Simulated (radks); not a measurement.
Spin polarisation of the 4f12 shell in the erbium ion Er+. Start: [Xe] 4f(up 6, down 6) 6s(up 0.5, down 0.5); electrons of 4f are moved from spin down to spin up, other shells keep equal spins. Method: scalar-relativistic Kohn-Sham, PBE, spin-polarised, spherical densities, finite nucleus; Fermi nuclear charge, rms radius of each element as measured or else 0.836 A^(1/3) + 0.57 fm; computed with a radial shooting solver on a logarithmic mesh with Libxc functionals.

moment (Bohr magnetons),E - E(0) (eV),e(4f up) (eV),e(4f down) (eV),6s down minus up (eV),5p down minus up (eV)
0,0.000,-9.722,-9.722,0.000,0.000
0.5,-0.047,-9.907,-9.530,0.018,0.149
1,-0.189,-10.087,-9.332,0.036,0.298
1.5,-0.425,-10.260,-9.129,0.054,0.448
2,-0.755,-10.428,-8.920,0.072,0.597

At moment 2 the spin-polarisation energy is -0.755 eV and the 4f exchange splitting 1.508 eV, that is 0.754 eV per Bohr magneton; E = -I m^2/4 would give I = 0.755 eV.
